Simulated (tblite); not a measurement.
Species: C₄H₅F₄PS.
Z-matrix (Å and degrees, GFN2-xTB geometry), rows numbered from 1:
```
F 
C   1  1.3666
C   2  1.5369  1  109.61
P   3  1.8691  2   90.56  1   -95.02
S   4  1.9189  3  124.86  2  -136.63
C   2  1.5435  1  110.57  3  -106.42
C   6  1.5102  2  117.46  1   -27.76
F   7  1.3400  6  110.93  2  -171.29
F   7  1.3375  6  112.40  2    69.74
F   7  1.3385  6  112.64  2   -51.69
H   2  1.0943  1  106.66  3   127.30
H   3  1.0881  2  113.99  1    26.35
H   3  1.0904  2  112.23  1   151.90
H   4  1.3948  3  102.97  2    82.50
H   6  1.0946  2  110.94  1  -153.28
```

Method: GFN2-xTB as coded in tblite; computed harmonic values from a numerical Hessian at the method's own geometry, unscaled. Against measured fundamentals such values can be off by several per cent, at times by over 20. Modes of hydrogen on phosphorus can be 10 to 20 % off. One conformer, not necessarily the lowest.

Harmonic wavenumbers (cm⁻¹): 34.2, 61.5, 84.7, 141.1, 156.6, 204.5, 282.9, 310.5, 334.1, 427.0, 471.0, 479.0, 561.0, 640.3, 664.9, 708.2, 738.3, 794.3, 821.2, 856.9, 886.1, 947.0, 977.7, 1007.9, 1037.1, 1063.0, 1111.9, 1142.1, 1165.3, 1173.1, 1201.2, 1259.8, 1291.9, 1391.6, 2252.7, 2944.5, 2950.2, 2987.0, 3014.3.

A = 1415, B = 771.7, C = 573.9 MHz; mass 191.979 u (most abundant isotopes); point group C1, symmetry number 1.

Question: What is the zero-point energy?

Answer: Half the sum of the wavenumbers: 19288 cm⁻¹ = 55.15 kcal/mol.

Question: Give the ideal-gas entropy at 298.15 K and 1 bar in the rigid-rotor, harmonic-oscillator model (classical rotation).

Answer: Translation 41.69, rotation 30.62, vibration 30.98: S = 103.3 cal/(mol K).

Question: And Cp and H(298.15 K) − H(0)?

Answer: Cp = 38.85 cal/(mol K), of which vibrations give 30.90 (their classical limit is 39 R = 77.5); H(298.15 K) − H(0) = 7.10 kcal/mol without the zero-point energy, 4.73 from vibrations.

Question: How do the functions run with temperature in this model?

Answer: 
```csv
T (K),S (cal/(mol K)),Cp (cal/(mol K)),H − H(0) (kcal/mol),G − H(0) (kcal/mol),ln q(vib)
100,73.6,19.2,1.36,-6.00,2.18
200,89.9,29.0,3.76,-14.21,4.96
300,103.5,39.0,7.17,-23.89,7.66
500,127.4,54.5,16.65,-47.06,12.91
800,156.1,66.8,35.09,-89.77,20.13
1000,171.5,71.4,48.94,-122.57,24.45
```

q(vib) and H(0) count from the zero-point level.

Question: What must be added to the electronic energy to get the Gibbs energy at 298.15 K and 1 bar?

Answer: ZPE + [H(298.15 K) − H(0)] − T·S = 55.15 + 7.10 − 30.80 = 31.45 kcal/mol.

Question: Which modes carry the vibrational entropy at 298.15 K?

Answer: 34.2 cm⁻¹: 5.57; 61.5 cm⁻¹: 4.41; 84.7 cm⁻¹: 3.78; 141.1 cm⁻¹: 2.79; 156.6 cm⁻¹: 2.59; 204.5 cm⁻¹: 2.09 cal/(mol K); the other 33 give 9.75 together.

Hindered rotation and anharmonicity are outside this model. Other conformers, if any are populated, would add a mixing term that is left out. The structure is chiral; the term R ln 2 for an equal mix with its mirror image is left out.
